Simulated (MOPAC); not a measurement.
MOPAC input (PM7):

```
PM7 FORCE THERMO(298,298) PRECISE LET UHF MS=0.5 GEO-OK AUX(PRECISION=9) THREADS=1
H3GeSi

Si   -1.42173474 1   -0.32194934 1    0.33142297 1
Ge    0.70754566 1    0.09972558 1   -0.16344821 1
H    -2.78371200 1   -0.59083924 1    0.64760930 1
H     1.60670930 1   -0.98994239 1   -0.61706913 1
H     1.25135226 1    1.47523265 1   -0.04531313 1
```

From the output:

```
     H    5   0.333236   2.220200   0.011743   0.361148   2.704317

          HEAT OF FORMATION =      61.480502 KCALS/MOLE

          ZERO POINT ENERGY      13.260 KCAL/MOL

           NORMAL COORDINATE ANALYSIS (Total motion = 1 Angstrom)

   Root No.       1         2         3         4         5         6         7         8

                 1 B2      1 B1      2 B2      2 B1      1 A1      2 A1      3 B2      3 A1

                 196.8     275.5     438.8     441.0     474.1     768.5    2038.0    2244.2

           1   -0.0000    0.0000    0.0000   -0.0000    0.3187   -0.0166   -0.0000    0.0026
           2   -0.0400    0.0261    0.0192   -0.0016   -0.0000   -0.0000   -0.0012    0.0000
           3   -0.0270   -0.0386    0.0130    0.0024    0.0000    0.0000   -0.0008    0.0000
           4    0.0000   -0.0000   -0.0000    0.0000   -0.1303   -0.0051   -0.0000    0.0051
           5    0.0050   -0.0057   -0.0133    0.0083    0.0000    0.0000   -0.0090   -0.0000
           6    0.0034    0.0085   -0.0090   -0.0122   -0.0000   -0.0000   -0.0061   -0.0000
           7    0.0000   -0.0000   -0.0000   -0.0000    0.3285   -0.0177    0.0000    0.0172
           8    0.7099   -0.4214   -0.0041   -0.0714   -0.0000   -0.0000    0.0003    0.0000
           9    0.4797    0.6237   -0.0028    0.1057    0.0000    0.0000    0.0002    0.0000
          10    0.0354    0.0000    0.4027   -0.0000    0.0880    0.4232   -0.2760   -0.2274
          11    0.0222    0.0532    0.2133   -0.2393    0.0563    0.1881    0.3392    0.3574
          12    0.0152   -0.0787    0.1441    0.3542    0.0380    0.1271    0.2292    0.2415
          13   -0.0354    0.0000   -0.4027   -0.0000    0.0880    0.4232    0.2760   -0.2274
          14    0.0224    0.0534    0.2133   -0.2392   -0.0563   -0.1881    0.3392   -0.3574
          15    0.0149   -0.0791    0.1441    0.3541   -0.0380   -0.1271    0.2291   -0.2415

   Root No.       9

                 4 A1

                2398.2

           1   -0.0345
           2   -0.0000
           3    0.0000
           4    0.0001
           5    0.0000
           6   -0.0000
           7    0.9374
           8   -0.0000
           9   -0.0000
          10    0.0073
          11   -0.0099
          12   -0.0067
          13    0.0073
          14    0.0099
          15    0.0067

           MASS-WEIGHTED COORDINATE ANALYSIS (NORMAL COORDINATES)

   Root No.       1         2         3         4         5         6         7         8

                 1 B2      1 B1      2 B2      2 B1      1 A1      2 A1      3 B2      3 A1

                 196.8     275.5     438.8     441.0     474.1     768.5    2038.0    2244.2

           1   -0.0000    0.0000    0.0000   -0.0000    0.8223   -0.1276   -0.0000    0.0200
           2   -0.2354    0.1705    0.1445   -0.0135   -0.0000   -0.0000   -0.0089    0.0000
           3   -0.1590   -0.2523    0.0977    0.0200    0.0000    0.0000   -0.0060    0.0000
           4    0.0000   -0.0000   -0.0000    0.0000   -0.5405   -0.0629   -0.0000    0.0621
           5    0.0474   -0.0601   -0.1610    0.1112    0.0000    0.0000   -0.1080   -0.0000
           6    0.0320    0.0890   -0.1088   -0.1646   -0.0000   -0.0000   -0.0730   -0.0000
           7    0.0000   -0.0000   -0.0000   -0.0000    0.1606   -0.0259    0.0000    0.0249
           8    0.7909   -0.5216   -0.0058   -0.1133   -0.0000   -0.0000    0.0004    0.0000
           9    0.5344    0.7720   -0.0039    0.1677    0.0000    0.0000    0.0003    0.0000
          10    0.0394    0.0000    0.5751   -0.0000    0.0430    0.6166   -0.3919   -0.3289
          11    0.0247    0.0658    0.3046   -0.3795    0.0275    0.2740    0.4816    0.5170
          12    0.0169   -0.0975    0.2058    0.5617    0.0186    0.1852    0.3254    0.3493
          13   -0.0394    0.0000   -0.5751   -0.0000    0.0430    0.6166    0.3919   -0.3290
          14    0.0249    0.0661    0.3046   -0.3795   -0.0275   -0.2741    0.4816   -0.5170
          15    0.0166   -0.0979    0.2058    0.5616   -0.0186   -0.1852    0.3254   -0.3493

   Root No.       9

                 4 A1

                2398.2

           1   -0.1907
           2   -0.0001
           3    0.0000
           4    0.0012
           5    0.0000
           6   -0.0000
           7    0.9814
           8   -0.0001
           9   -0.0000
          10    0.0076
          11   -0.0104
          12   -0.0070
          13    0.0076
          14    0.0104
          15    0.0070

          DESCRIPTION OF VIBRATIONS

 VIBRATION          1    1B2         ATOM PAIR     ENERGY CONTRIBUTION    RADIAL
 FREQUENCY           196.83         Si1 -- H 3         +92.3% (100.0%)      0.0%
 TRANSITION DIPOLE   0.1174         Ge2 -- H 5          +2.6% ( 16.7%)     82.3%
 TRAVEL (Ang.)       0.5794         Ge2 -- H 4          +2.6% ( 16.7%)     82.4%
 REDUCED MASS        1.0204         Si1 -- Ge2          +2.5% ( 16.6%)      0.0%
 EFFECTIVE MASS      2.5328
 FORCE CONSTANT      0.0233

 VIBRATION          2    1B1         ATOM PAIR     ENERGY CONTRIBUTION    RADIAL
 FREQUENCY           275.46         Si1 -- H 3         +93.8% (100.3%)      0.0%
 TRANSITION DIPOLE   0.2113         Ge2 -- H 5          +2.5% ( 16.4%)      0.0%
 TRAVEL (Ang.)       0.4921         Ge2 -- H 4          +2.5% ( 16.4%)      0.0%
 REDUCED MASS        1.0108         Si1 -- Ge2          +1.2% ( 11.4%)      0.0%
 EFFECTIVE MASS      2.3133
 FORCE CONSTANT      0.0452

 VIBRATION          3    2B2         ATOM PAIR     ENERGY CONTRIBUTION    RADIAL
 FREQUENCY           438.84         Ge2 -- H 5         +49.5% ( 99.8%)      5.7%
 TRANSITION DIPOLE   0.2446         Ge2 -- H 4         +49.5% ( 99.8%)      5.7%
 TRAVEL (Ang.)       0.5206         Si1 -- Ge2          +0.9% ( 13.1%)      0.0%
 REDUCED MASS        0.5670
 EFFECTIVE MASS      2.7476
 FORCE CONSTANT      0.0643

 VIBRATION          4    2B1         ATOM PAIR     ENERGY CONTRIBUTION    RADIAL
 FREQUENCY           441.04         Ge2 -- H 4         +48.4% ( 50.3%)      0.0%
 TRANSITION DIPOLE   0.2645         Ge2 -- H 5         +48.4% ( 50.3%)      0.0%
 TRAVEL (Ang.)       0.5319         Si1 -- H 3          +2.8% ( 12.0%)      0.0%
 REDUCED MASS        0.5403         Si1 -- Ge2          +0.4% (  4.4%)      0.0%
 EFFECTIVE MASS      1.7123
 FORCE CONSTANT      0.0619

 VIBRATION          5    1A1         ATOM PAIR     ENERGY CONTRIBUTION    RADIAL
 FREQUENCY           474.14         Si1 -- Ge2         +67.4% (126.1%)    100.0%
 TRANSITION DIPOLE   0.4053         Si1 -- H 3         +22.6% ( 73.0%)    100.0%
 TRAVEL (Ang.)       0.0864         Ge2 -- H 4          +5.0% ( 34.4%)     21.0%
 REDUCED MASS       19.0370         Ge2 -- H 5          +5.0% ( 34.4%)     21.0%
 EFFECTIVE MASS     49.8687
 FORCE CONSTANT      2.5215

 VIBRATION          6    2A1         ATOM PAIR     ENERGY CONTRIBUTION    RADIAL
 FREQUENCY           768.52         Ge2 -- H 4         +49.0% ( 58.0%)      0.6%
 TRANSITION DIPOLE   0.2824         Ge2 -- H 5         +49.0% ( 58.0%)      0.6%
 TRAVEL (Ang.)       0.4224         Si1 -- Ge2          +1.2% (  9.2%)    100.0%
 REDUCED MASS        0.4917         Si1 -- H 3          +0.7% (  7.0%)    100.0%
 EFFECTIVE MASS      1.3515
 FORCE CONSTANT      0.1711

 VIBRATION          7    3B2         ATOM PAIR     ENERGY CONTRIBUTION    RADIAL
 FREQUENCY          2038.00         Ge2 -- H 4         +50.0% ( 74.3%)     99.9%
```
